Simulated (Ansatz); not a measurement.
# Stretch profile

CClFInN (SMILES N#[C][In]([F])[Cl]), closed shell, at its PBE0-D4/def2-TZVP minimum:

| atom | x (Å) | y (Å) | z (Å) |
| --- | --- | --- | --- |
| N1 | -1.3926 | 1.4514 | 1.6488 |
| C2 | -0.7819 | 0.7844 | 0.9349 |
| In3 | 0.3304 | -0.3896 | -0.3764 |
| F4 | 0.4344 | -2.2809 | -0.0397 |
| Cl5 | 1.4597 | 0.3610 | -2.2091 |

The bond length In3–F4 (1.924 Å at the minimum) is set to the values below, the two halves moving rigidly along the bond. Each method's energies count from its own value at the PBE0-D4 minimum structure. Program: Ansatz 0.2.0. Basis: def2-TZVPP. Cores are frozen in the correlated methods. Filled d shells of the heavier atoms are correlated. Core potentials replace the inner electrons of the atoms past krypton. The def2 sets are not built for correlating such inner shells, so the correlated values are less sure here. B3LYP uses VWN-RPA correlation.

| bond length (Å) | CCSD(T) (kJ/mol) | MP2 (kJ/mol) | B3LYP-D4 (kJ/mol) | HF (kJ/mol) |
| --- | --- | --- | --- | --- |
| 1.693 | 94.3 | 93.2 | 100.5 | 86.8 |
| 1.760 | 41.7 | 41.1 | 46.5 | 35.9 |
| 1.858 | 5.6 | 5.4 | 7.7 | 3.1 |
| 1.972 | 2.6 | 2.7 | 0.9 | 4.4 |
| 2.099 | 27.2 | 27.7 | 20.9 | 34.0 |
| 2.236 | 70.0 | 71.3 | 58.5 | 82.1 |
| 2.381 | 122.4 | 124.7 | 105.3 | 140.0 |
| 2.534 | 178.0 | 182.2 | 155.9 | 201.6 |
| 2.693 | 232.3 | 239.4 | 206.4 | 262.6 |

Minimum and curvature along this coordinate at CCSD(T): A fifth-order fit through the nearest points gives 1.923 Å, with a curvature of about 24 eV/Å².

Treat the two halves as rigid bodies and work out the harmonic wavenumber of this stretch from that curvature (ν̃ = 521.5 √(k/μ) cm⁻¹ with k in eV/Å² and μ in u).

The halves weigh 176.29 and 19.00 u, so μ = 176.29 × 19.00/195.29 = 17.151 u and ν̃ = 521.5 √(24/17.151) ≈ 620 cm⁻¹. A true normal mode mixes in other motions, so this is a guide only.

Largest difference from the CCSD(T) curve over the scan: PBE-D4 45.2; r2SCAN-D4 16.1; PBE0-D4 9.4; wB97M-V 2.1 kJ/mol. Each curve counts from its own value at the minimum.

No T1 diagnostic of these runs exceeds 0.025.

For scale, one of the runs: CCSD(T)/def2-TZVPP, 185 basis functions (an equivalent command: `ansatz run in.yaml --threads 4`). Hardware: 4 CPU threads, shared host. Wall time 75 s; peak host memory 2.1 GiB.
